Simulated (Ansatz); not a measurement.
Born–Oppenheimer molecular dynamics of CH$_{7}$F$_{2}$NSi (12 atoms, charge 0, multiplicity 1). It starts from a rough guess of a transition structure, not a stationary point.

All numbers below come from UKS PBE/STO-3G in Ansatz.

```json
{"ensemble": "NVE (velocity Verlet)", "time step": "0.5 fs", "steps asked": "150", "starting velocities drawn for": "1000 K", "seed": "959737"}
```

Frames 1 fs apart, positions in Å.

Velocities at 55.0 fs (Å/ps):

```
Si -10.22 4.08 -0.27
N 11.30 0.40 -13.87
C -5.42 3.23 8.66
F -3.83 -2.87 -3.74
F 4.48 -1.46 4.20
H 71.14 7.87 -40.42
H 75.28 -6.54 67.52
H 75.40 -6.22 49.02
H -65.08 -36.23 39.70
H 18.87 11.56 2.94
H -20.85 -21.65 -39.63
H 25.42 -24.92 9.23
```

```xyz
12
Properties=species:S:1:pos:R:3 time_fs=55.0 energy_less_start_eV=-1.176 T=1909
Si -0.776 0.906 0.466
N 0.726 0.115 -0.248
C 0.223 -1.191 -1.019
F -2.269 1.143 -0.343
F -0.167 2.393 1.037
H -1.039 0.133 1.716
H 4.218 -0.089 4.123
H 4.869 -0.146 4.456
H 1.126 -0.605 0.663
H 0.134 -1.119 -2.105
H -0.843 -1.434 -0.755
H 0.846 -2.082 -0.784
12
Properties=species:S:1:pos:R:3 time_fs=56.0 energy_less_start_eV=-1.054 T=1816
Si -0.786 0.910 0.466
N 0.737 0.114 -0.262
C 0.217 -1.188 -1.010
F -2.272 1.140 -0.346
F -0.162 2.392 1.041
H -0.971 0.141 1.675
H 4.292 -0.096 4.190
H 4.944 -0.152 4.505
H 1.055 -0.625 0.692
H 0.156 -1.104 -2.106
H -0.862 -1.457 -0.792
H 0.870 -2.104 -0.775
12
Properties=species:S:1:pos:R:3 time_fs=57.0 energy_less_start_eV=-0.989 T=1766
Si -0.796 0.915 0.467
N 0.750 0.110 -0.274
C 0.210 -1.186 -1.002
F -2.275 1.137 -0.350
F -0.159 2.389 1.044
H -0.909 0.145 1.638
H 4.364 -0.102 4.256
H 5.024 -0.159 4.556
H 0.976 -0.613 0.697
H 0.185 -1.084 -2.112
H -0.874 -1.481 -0.825
H 0.887 -2.115 -0.769
12
Properties=species:S:1:pos:R:3 time_fs=58.0 energy_less_start_eV=-1.021 T=1790
Si -0.806 0.921 0.467
N 0.762 0.104 -0.284
C 0.204 -1.185 -0.994
F -2.276 1.134 -0.353
F -0.155 2.386 1.047
H -0.857 0.141 1.615
H 4.433 -0.108 4.320
H 5.106 -0.166 4.608
H 0.894 -0.570 0.681
H 0.219 -1.059 -2.117
H -0.878 -1.505 -0.851
H 0.893 -2.109 -0.767
12
Properties=species:S:1:pos:R:3 time_fs=59.0 energy_less_start_eV=-1.074 T=1828
Si -0.816 0.928 0.467
N 0.773 0.095 -0.293
C 0.197 -1.185 -0.988
F -2.277 1.130 -0.355
F -0.153 2.383 1.050
H -0.816 0.125 1.608
H 4.501 -0.114 4.385
H 5.188 -0.172 4.660
H 0.816 -0.503 0.649
H 0.257 -1.033 -2.118
H -0.876 -1.527 -0.870
H 0.887 -2.087 -0.768
12
Properties=species:S:1:pos:R:3 time_fs=60.0 energy_less_start_eV=-0.974 T=1750
Si -0.824 0.935 0.466
N 0.783 0.085 -0.301
C 0.191 -1.186 -0.984
F -2.277 1.127 -0.358
F -0.150 2.379 1.052
H -0.786 0.099 1.617
H 4.573 -0.120 4.450
H 5.267 -0.179 4.712
H 0.749 -0.423 0.614
H 0.297 -1.008 -2.109
H -0.869 -1.545 -0.883
H 0.871 -2.053 -0.771
12
Properties=species:S:1:pos:R:3 time_fs=61.0 energy_less_start_eV=-0.696 T=1539
Si -0.833 0.943 0.466
N 0.791 0.075 -0.309
C 0.186 -1.188 -0.983
F -2.277 1.123 -0.360
F -0.149 2.375 1.054
H -0.769 0.066 1.637
H 4.648 -0.127 4.517
H 5.342 -0.185 4.761
H 0.699 -0.347 0.597
H 0.335 -0.985 -2.091
H -0.859 -1.559 -0.888
H 0.852 -2.017 -0.773
12
Properties=species:S:1:pos:R:3 time_fs=62.0 energy_less_start_eV=-0.486 T=1377
Si -0.840 0.952 0.465
N 0.796 0.067 -0.319
C 0.181 -1.189 -0.985
F -2.277 1.120 -0.362
F -0.148 2.370 1.055
H -0.764 0.032 1.660
H 4.725 -0.133 4.584
H 5.416 -0.192 4.810
H 0.666 -0.286 0.617
H 0.368 -0.966 -2.067
H -0.851 -1.569 -0.887
H 0.838 -1.989 -0.771
12
Properties=species:S:1:pos:R:3 time_fs=63.0 energy_less_start_eV=-0.417 T=1322
Si -0.846 0.960 0.464
N 0.799 0.059 -0.329
C 0.177 -1.189 -0.989
F -2.276 1.117 -0.364
F -0.147 2.365 1.056
H -0.771 0.003 1.681
H 4.800 -0.140 4.651
H 5.492 -0.198 4.860
H 0.652 -0.243 0.671
H 0.396 -0.952 -2.041
H -0.847 -1.574 -0.882
H 0.836 -1.979 -0.764
12
Properties=species:S:1:pos:R:3 time_fs=64.0 energy_less_start_eV=-0.353 T=1273
Si -0.851 0.969 0.463
N 0.799 0.053 -0.339
C 0.174 -1.187 -0.994
F -2.274 1.113 -0.365
F -0.148 2.360 1.057
H -0.791 -0.018 1.694
H 4.871 -0.146 4.717
H 5.571 -0.204 4.911
H 0.659 -0.214 0.738
H 0.417 -0.942 -2.022
H -0.849 -1.575 -0.873
H 0.847 -1.989 -0.751
12
Properties=species:S:1:pos:R:3 time_fs=65.0 energy_less_start_eV=-0.275 T=1214
Si -0.856 0.977 0.462
N 0.797 0.048 -0.346
C 0.171 -1.186 -1.000
F -2.273 1.110 -0.366
F -0.148 2.355 1.058
H -0.824 -0.028 1.696
H 4.940 -0.152 4.782
H 5.653 -0.211 4.962
H 0.689 -0.194 0.797
H 0.431 -0.936 -2.015
H -0.857 -1.572 -0.862
H 0.864 -2.012 -0.735
12
Properties=species:S:1:pos:R:3 time_fs=66.0 energy_less_start_eV=-0.278 T=1217
Si -0.859 0.984 0.462
N 0.792 0.044 -0.351
C 0.170 -1.185 -1.006
F -2.272 1.107 -0.368
F -0.149 2.350 1.058
H -0.868 -0.024 1.687
H 5.011 -0.158 4.848
H 5.733 -0.218 5.013
H 0.738 -0.182 0.833
H 0.438 -0.934 -2.025
H -0.867 -1.565 -0.850
H 0.879 -2.039 -0.720
```

Of the whole run (75 fs, mean temperature of the second half 1822 K): The conserved energy stayed within 0.52 meV per atom of its start (net change -0.073 meV per atom), so the integration is sound. The system heated up, since it started high on the potential surface and ran downhill. A run of 0.075 ps of so small a system gives no equilibrium averages. The orbitals stay closed-shell, which can raise the energy where a bond breaks towards radicals; this wasn't checked here. Limits of this set-up: minimal basis.

Run time: 7.9 min on 1 thread of Arm Neoverse V2, on a shared host, peak memory 0.11 GiB.
